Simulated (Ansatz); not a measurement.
Br$_{2}$F$_{2}$Si (`F[Si](F)(Br)Br`). Total charge 0; spin multiplicity 1.

```xyz
5

F     1.184   -0.885    0.712
Si    0.018   -0.109   -0.003
F    -0.850   -1.171   -0.775
Br    0.863    1.296   -1.430
Br   -1.216    0.868    1.496
```

Task: List the harmonic frequencies (cm⁻¹, unscaled) at PBE0-D4/def2-TZVP in Ansatz. (An estimate is asked.)

Result: Ansatz gave: 114, 181, 233, 252, 268, 414, 555, 904, 986.

Task: Is this a minimum?

Result: Yes, all 9 modes are real.

Task: Give the ideal-gas thermochemistry at 298.15 K and 1 bar (rigid rotor, harmonic oscillator; point group C2v, symmetry number 2).

Result: Zero-point energy 23.4 kJ/mol; H(298) − E = 42.0 kJ/mol; entropy 346.9 J/(mol·K), of which translation 176.5, rotation 118.7, vibration 51.8; G(298) − E = -61.4 kJ/mol.

Task: And at 400, 500, 600, 800 and 1000 K?

Result: 
```csv
T (K),H − E (kJ/mol),S (J/mol/K),G − E (kJ/mol)
400,51.1,373.2,-98.1
500,60.6,394.3,-136.5
600,70.5,412.3,-176.9
800,90.8,441.5,-262.4
1000,111.6,464.7,-353.1
```
